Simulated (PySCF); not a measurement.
C4H8Si2, SMILES [SiH3]C1=CC=C[SiH2]1.

Coordinates come from a r2SCAN-D4/def2-SVP optimisation. The structure was generated by enumeration, and PubChem lists no compound with its InChIKey, so it may never have been made.

The numbers are results of SMD-PBE0/6-31G* (PySCF), not measurements.

Solvation free energies are E(SMD) − E(gas) at the gas-phase geometry, for 1 M in both phases. In vacuum the dipole moment is 1.35 D.

### Question
Rank water, 1-octanol, acetone by solvation free energy, most negative first.

### Answer
acetone (-2.3 kcal/mol), 1-octanol (-1.4 kcal/mol), water (2.6 kcal/mol)
